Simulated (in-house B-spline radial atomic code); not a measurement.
Results of a calculation; reference values are marked as such.
## Ghost states of the separable form: Sb

Sb, [Kr] 4d10 5s2 5p3, non-relativistic LDA (VWN5), spherical and spin-unpolarised, from a B-spline radial code for spherical atoms (atomic units; all potentials screened as in the neutral atom).

Troullier-Martins channels: 5s (ε = -0.4456, r_c = 1.938 bohr), 5p (ε = -0.1856, r_c = 2.362 bohr), 4d (ε = -1.2973, r_c = 0.871 bohr). In the Kleinman-Bylander form one channel serves as the local potential, and each other channel l becomes |δV u><u δV|/<u|δV|u>, with δV = V_l − V_local and u the pseudo-orbital. Its strength is E_KB = <u|δV²|u>/<u|δV|u>. By the analysis of Gonze, Stumpf and Scheffler a spurious state lies below the reference level ε if E_KB > 0 and ε is above the second level of the local potential alone, or if E_KB < 0 and ε is above its first. The table's levels are those of angular momentum l in a sphere of 9 bohr, whose wall can lift a shallow ε a little above its free-atom value.

```json
{"local": "p", "channel": "s", "<u δV u>": "-0.037441", "<u δV² u>": "0.066102", "ε": "-0.4456", "first local level": "-0.4238", "second local level": "0.0268"}
{"local": "p", "channel": "d", "<u δV u>": "-6.867", "<u δV² u>": "72.625", "ε": "-1.2973", "first local level": "0.0570", "second local level": "0.2700"}
{"local": "s", "channel": "p", "<u δV u>": "0.023571", "<u δV² u>": "0.02804", "ε": "-0.1853", "first local level": "-0.2142", "second local level": "0.0987"}
{"local": "s", "channel": "d", "<u δV u>": "-7.7413", "<u δV² u>": "93.585", "ε": "-1.2973", "first local level": "0.0510", "second local level": "0.2582"}
{"local": "d", "channel": "p", "<u δV u>": "0.22949", "<u δV² u>": "0.95747", "ε": "-0.1853", "first local level": "-6.1855", "second local level": "-0.5399"}
{"local": "d", "channel": "s", "<u δV u>": "0.48802", "<u δV² u>": "3.1227", "ε": "-0.4456", "first local level": "-12.8540", "second local level": "-2.7458"}
```

(1) Apply the rule to each row.

Diagonalising the separable Hamiltonian gives:

| local | channel | three lowest levels | all-electron, two lowest valence levels |
| --- | --- | --- | --- |
| p | s | -0.4456, 0.0263, 0.3310 | -0.4456, 0.0287 |
| p | d | -1.2973, 0.0781, 0.3205 | -1.2973, 0.0715 |
| s | p | -0.1853, 0.1077, 0.4516 | -0.1853, 0.1079 |
| s | d | -1.2973, 0.0763, 0.3151 | -1.2973, 0.0715 |
| d | p | -3.5466, -0.1853, 0.1076 | -0.1853, 0.1079 |
| d | s | -10.2749, -0.4456, 0.0276 | -0.4456, 0.0287 |

(2) Which choices of local channel are safe?

Results:

(1) Local p, channel s: E_KB = -1.77, so ε = -0.4456 is set against -0.4238: no ghost. Local p, channel d: E_KB = -10.6, so ε = -1.2973 is set against 0.0570: no ghost. Local s, channel p: E_KB = +1.19, so ε = -0.1853 is set against 0.0987: no ghost. Local s, channel d: E_KB = -12.1, so ε = -1.2973 is set against 0.0510: no ghost. Local d, channel p: E_KB = +4.17, so ε = -0.1853 is set against -0.5399: a ghost. Local d, channel s: E_KB = +6.4, so ε = -0.4456 is set against -2.7458: a ghost.

(2) Free of ghosts: s, p. With d local the p channel has a ghost 3.36 hartree below ε, since the local potential binds more than one state below ε, and a repulsive term of rank one raises each level at most to the next, so it clears only one of them. With d local the s channel has a ghost 9.83 hartree below ε, since the local potential binds more than one state below ε, and a repulsive term of rank one raises each level at most to the next, so it clears only one of them. Among the safe choices the second level, which tests transfer, is off by at most 4.8 millihartree (s local), 6.6 millihartree (p local).
